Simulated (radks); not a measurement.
The neon ion Ne2+ inside a hard spherical wall (all orbitals vanish at R), configuration held at [He] 2s2 2p4 and not refilled when levels cross. Method: non-relativistic Kohn-Sham, LDA (Slater exchange, Perdew-Wang correlation), spin-polarised, spherical densities, point nucleus; open shells are filled with parallel spins first; computed with a radial shooting solver on a logarithmic mesh with Libxc functionals. Eigenvalues in eV for spin up, with the zero of energy where the potential of the charges vanishes at infinity; a dash marks a level that is unbound or too diffuse for the functional's potential to be trusted. A positive occupied level is held by the wall or, in an anion where self-interaction has pushed it up, behind a barrier. The pressure on the wall is -dE/dV.

| R (bohr) | E (hartree) | kinetic (hartree) | e(1s) | e(2s) | e(2p) | e(3s, empty) | e(3p, empty) | pressure (GPa) |
|---|---|---|---|---|---|---|---|---|
| free | -125.88665 | 125.480 | -875.92 | -79.374 | -56.891 | -16.361 | -12.145 | 0 |
| 12 | -125.88665 | 125.480 | -875.92 | -79.374 | -56.891 | -16.361 | -12.145 | < 0.0001 |
| 8 | -125.88665 | 125.480 | -875.92 | -79.374 | -56.891 | -16.354 | -12.107 | < 0.0001 |
| 7 | -125.88665 | 125.480 | -875.92 | -79.374 | -56.891 | -16.322 | -12.007 | < 0.0001 |
| 5 | -125.88664 | 125.480 | -875.92 | -79.373 | -56.890 | -15.571 | -10.664 | 0.00355 |
| 3.5 | -125.88428 | 125.507 | -875.78 | -79.288 | -56.793 | -9.764 | -3.474 | 1.62 |
| 1.5 | -123.36118 | 136.219 | -843.22 | -52.970 | -29.503 | 171.15 | 156.65 | 9220 |
